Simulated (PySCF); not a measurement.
Si(Cl)3(NH2) (Cl3H2NSi), SMILES N[Si](Cl)(Cl)Cl.

Coordinates come from a B3LYP-D3(BJ)/def2-SVP optimisation. One conformer was computed; it need not be the lowest.

Calculation: B3LYP-D3(BJ)/def2-SVP run with PySCF 2.14.0.

Frequencies are harmonic and unscaled.

```
mode  ν (cm⁻¹)  IR (km/mol)  moving atoms (share of kinetic energy)
----  --------  -----------  --------------------------------------
1          101          6.6                 H 53 %, Cl 34 %, N 12 %
2          148          5.4                         Cl 77 %, N 13 %
3          203          0.0                 Cl 67 %, H 24 %, Si 9 %
4          230         18.2                Cl 58 %, Si 25 %, N 12 %
5          254          4.2        Cl 43 %, H 25 %, N 22 %, Si 10 %
6          286         10.8                 H 44 %, N 32 %, Cl 19 %
7          325        161.4                          H 58 %, N 36 %
8          454         18.3                Cl 69 %, Si 15 %, N 14 %
9          593        127.3                Si 55 %, Cl 34 %, H 10 %
10         596        237.7                        Si 67 %, Cl 31 %
11         831        111.6                 H 70 %, N 16 %, Si 13 %
12         917        131.4                 N 47 %, Si 41 %, H 11 %
13        1523         66.1                          H 89 %, N 11 %
14        3575         58.6                                  H 96 %
15        3676         52.9                           H 91 %, N 9 %
```
